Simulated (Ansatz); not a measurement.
Ansatz (a quantum-chemistry and plane-wave program) job for MgFCl, SMILES [Mg]([F])[Cl], B3LYP-D3(BJ)/def2-TZVP. 

Ansatz 0.2 input:
```yaml
crystal:
  periodic: [false, false, false]
  atoms:
    - {symbol: Mg, position_ang: [0.08321147, 0.53626076, 0.00000000]}
    - {symbol: F, position_ang: [-0.06139092, 2.22608336, -0.00000000]}
    - {symbol: Cl, position_ang: [-0.02623643, -1.55705173, -0.00000000]}
basis:
  gaussian:
    orbitals: def2-TZVP
hamiltonian:
  xc: b3lyp
  dispersion: d3bj
relax: {f_tol: 0.002, max_steps: 200}
```

It prints:

```
WARN ansatz: RAYON_NUM_THREADS=1 ignored (pool sized by the plan → 1); use --threads N
Functional definition: B3LYP
integrals: 0.03 GiB planned
707 factors; their error is unknown
mean field: 0.27 GiB planned
mean field evaluation 1: about -20686.3269 eV, gradient 5.0e1 eV
mean field evaluation 2: about -20670.1572 eV, gradient 1.1e2 eV
mean field evaluation 4: about -20690.2891 eV, gradient 4.8e0 eV
mean field evaluation 8: about -20690.3810 eV, gradient 9.9e-2 eV
mean field evaluation 16: about -20690.3810 eV, gradient 6.4e-6 eV
mean field -20690.38097495 eV, -760.3574763854 hartree, gradient 6.4e-6 eV, S^2 0.000000; 0 other end points of the search recorded, 0 dependent functions left out
the calculation of the forces begins
reference -20690.38119475 eV, -760.3574844628 hartree; 19, 19 occupied and 81, 81 virtual orbitals, 707 factors
relax step   1: F+E_penalty+E_count = -20690.46071852 eV  Δ(F+E_penalty+E_count) = +0.000e0 eV  max|allowed force component| = 1.349e0 eV/Å  Δτ_max = 0.0000 Å  (26 SCF iters, accepted)
these checks for a lower state are left out or cut short: starts, cluster_reference, orbital_swaps, neighbouring_geometries, increment
integrals: 0.03 GiB planned
707 factors; their error is unknown
mean field: 0.27 GiB planned
mean field -20690.45501305 eV, -760.3601972354 hartree, gradient 1.8e-5 eV, S^2 0.000000; 0 other end points of the search recorded, 0 dependent functions left out
the calculation of the forces begins
reference -20690.45523341 eV, -760.3602053334 hartree; 19, 19 occupied and 81, 81 virtual orbitals, 707 factors
relax step   2: F+E_penalty+E_count = -20690.53391642 eV  Δ(F+E_penalty+E_count) = -7.320e-2 eV  max|allowed force component| = 7.386e-1 eV/Å  Δτ_max = 0.0529 Å  (28 SCF iters, accepted)
these checks for a lower state are left out or cut short: starts, cluster_reference, orbital_swaps, neighbouring_geometries, increment
integrals: 0.03 GiB planned
707 factors; their error is unknown
mean field: 0.27 GiB planned
mean field evaluation 32: about -20690.4726 eV, gradient 1.5e-5 eV
mean field -20690.47257128 eV, -760.3608424885 hartree, gradient 1.5e-5 eV, S^2 0.000000; 0 other end points of the search recorded, 0 dependent functions left out
the calculation of the forces begins
reference -20690.47279170 eV, -760.3608505888 hartree; 19, 19 occupied and 81, 81 virtual orbitals, 707 factors
relax step   3: F+E_penalty+E_count = -20690.55102997 eV  Δ(F+E_penalty+E_count) = -1.711e-2 eV  max|allowed force component| = 1.166e-1 eV/Å  Δτ_max = 0.0485 Å  (29 SCF iters, accepted)
these checks for a lower state are left out or cut short: starts, cluster_reference, orbital_swaps, neighbouring_geometries, increment
integrals: 0.03 GiB planned
707 factors; their error is unknown
mean field: 0.27 GiB planned
mean field -20690.47288032 eV, -760.3608538456 hartree, gradient 1.4e-5 eV, S^2 0.000000; 0 other end points of the search recorded, 0 dependent functions left out
the calculation of the forces begins
reference -20690.47310069 eV, -760.3608619441 hartree; 19, 19 occupied and 81, 81 virtual orbitals, 707 factors
relax step   4: F+E_penalty+E_count = -20690.55134387 eV  Δ(F+E_penalty+E_count) = -3.139e-4 eV  max|allowed force component| = 1.770e-2 eV/Å  Δτ_max = 0.0092 Å  (29 SCF iters, accepted)
these checks for a lower state are left out or cut short: starts, cluster_reference, orbital_swaps, neighbouring_geometries, increment
integrals: 0.03 GiB planned
707 factors; their error is unknown
mean field: 0.27 GiB planned
mean field -20690.47287804 eV, -760.3608537616 hartree, gradient 3.8e-5 eV, S^2 0.000000; 0 other end points of the search recorded, 0 dependent functions left out
the calculation of the forces begins
reference -20690.47309839 eV, -760.3608618596 hartree; 19, 19 occupied and 81, 81 virtual orbitals, 707 factors
relax step   5: F+E_penalty+E_count = -20690.55135655 eV  Δ(F+E_penalty+E_count) = -1.268e-5 eV  max|allowed force component| = 2.104e-3 eV/Å  Δτ_max = 0.0011 Å  (20 SCF iters, accepted)
these checks for a lower state are left out or cut short: starts, cluster_reference, orbital_swaps, neighbouring_geometries, increment
integrals: 0.03 GiB planned
707 factors; their error is unknown
mean field: 0.27 GiB planned
mean field -20690.47288009 eV, -760.3608538371 hartree, gradient 1.6e-5 eV, S^2 0.000000; 0 other end points of the search recorded, 0 dependent functions left out
the calculation of the forces begins
reference -20690.47310045 eV, -760.3608619350 hartree; 19, 19 occupied and 81, 81 virtual orbitals, 707 factors
relax step   6: F+E_penalty+E_count = -20690.55135678 eV  Δ(F+E_penalty+E_count) = -2.293e-7 eV  max|allowed force component| = 1.678e-5 eV/Å  Δτ_max = 0.0002 Å  (19 SCF iters, accepted)
integrals: 0.03 GiB planned
707 factors; their error is unknown
mean field: 0.27 GiB planned
mean field evaluation 64: about -20690.4729 eV, gradient 6.6e-4 eV
mean field -20690.47288009 eV, -760.3608538371 hartree, gradient 1.7e-5 eV, S^2 0.000000; 1 other end points of the search recorded, 0 dependent functions left out
the calculation of the forces begins
reference -20690.47310045 eV, -760.3608619350 hartree; 19, 19 occupied and 81, 81 virtual orbitals, 707 factors
Total energy: -20690.55157714 eV, -760.3637459002 hartree
Atom 0 at    -0.002358     0.543725     0.000000 Å, force     0.000017    -0.000004     0.000000 eV/Å
Atom 1 at    -0.013140     2.293336    -0.000000 Å, force    -0.000009     0.000013    -0.000000 eV/Å
Atom 2 at     0.011083    -1.631769    -0.000000 Å, force    -0.000007    -0.000009    -0.000000 eV/Å
Dipole moment:     0.000147    -0.026859     0.000000 e Å
```

The calculation finished and met its thresholds.
